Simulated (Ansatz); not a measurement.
Stepwise reaction of `Cl[SiH2]I` with hydrogen fluoride, as a gas-phase model of exchange steps in deposition or etching. ΔE in kJ/mol; ΔG adds harmonic PBE0-D4 terms to CCSD(T)/CBS, at 1 bar.

Program: Ansatz. Geometries: PBE0-D4/def2-TZVP. ΔE: electronic, gas phase. CCSD(T)/CBS adds triple-zeta CCSD(T) − MP2 to the extrapolated MP2 energy (def2 sets, frozen cores). This one scheme is used for every species. Functionals use def2-TZVPP. B3LYP here is the variant with VWN-RPA as its local correlation; programs differ in this. def2 core potentials past Kr. For I outer-core shells are correlated without core-valence functions, which leaves a few kJ/mol of doubt a bond.

```csv
step,reaction,PBE-D4,B3LYP-D4,ωB97M-V,CCSD(T)/CBS,ΔG(400 K)
2,`F[SiH](Cl)I` + H–F → `F[Si](F)(Cl)I` + H₂,-115.9,-123.6,-124.8,-120.0,-120.4
```

Question: Give the row of step 1, `Cl[SiH2]I` + H–F → `F[SiH](Cl)I` + H₂. (An estimate is asked.)

Answer: The calculation gave: 
```
step                                reaction  PBE-D4  B3LYP-D4  ωB97M-V  CCSD(T)/CBS  ΔG(400 K)
   1  `Cl[SiH2]I` + H–F → `F[SiH](Cl)I` + H₂  -114.5    -121.4   -121.6       -116.6     -116.8
```

Question: By hand: ΔE of the 2 steps together at CCSD(T)/CBS.

Answer: (-116.6) + (-120.0) = -236.6 kJ/mol, or -118.3 kJ/mol a step.

In ΔE the steps differ by no more than 3.4 kJ/mol. All are downhill at CCSD(T)/CBS. ΔG lies between -120.4 and -116.8 kJ/mol a step. PBE-D4 differs from CCSD(T)/CBS by 2.1 to 4.1 kJ/mol a step. Isolated molecules leave out the surface, adducts and barriers. Largest T1 diagnostic: 0.010.
